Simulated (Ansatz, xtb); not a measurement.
# A geometry optimisation of CH3BMgSi with r2SCAN-D4/def2-SVP

The starting geometry of this gas-phase singlet was built from a drawn formula by distance geometry and a force field; its bonds are those of `[SiH3][C]1=[B][Mg]1`.

```xyz
7

C     1.2901    0.6432    0.1286
B     2.6247    0.1177   -0.3034
Mg    2.1327   -0.6523    1.6153
Si   -0.0676    1.6842   -0.5144
H    -1.2663    0.8892   -0.6011
H     0.3019    2.2046   -1.8293
H    -0.2783    2.8039    0.4249
```

Problem. Predict what becomes of its bonds when it is optimised with r2SCAN-D4/def2-SVP.

Solution. It keeps its bonds, and is `[SiH3][C]1=[B][Mg]1`.

The energy falls by 0.27 eV over 7 steps:

| step | E − E(last) (eV) |
| --- | --- |
| 1 | 0.274 |
| 2 | 0.043 |
| 3 | 0.015 |
| 4 | 0.007 |
| 5 | 0.001 |
| 6 | 0.001 |
| 7 | 0.000 |

Final geometry (Å):

```yaml
atoms:
  - { symbol: C, position_ang: [1.4097, 0.6244, -0.0039] }
  - { symbol: B, position_ang: [2.6736, 0.0683, -0.2297] }
  - { symbol: Mg, position_ang: [2.0266, -0.5979, 1.6407] }
  - { symbol: Si, position_ang: [-0.0171, 1.6655, -0.5132] }
  - { symbol: H, position_ang: [-1.2871, 0.8711, -0.5739] }
  - { symbol: H, position_ang: [0.1965, 2.2809, -1.8594] }
  - { symbol: H, position_ang: [-0.2652, 2.7784, 0.4602] }
```

From the same start GFN2-xTB ends elsewhere, differing in C1–Mg3 (3.32 against 2.14 Å here).

No frequencies were run, so the end isn't proven a minimum. Run with Ansatz 0.2.0, 37 s on 1 thread of Intel(R) Xeon(R) Processor @ 2.50GHz (Skylake/Cascade Lake) (shared host).
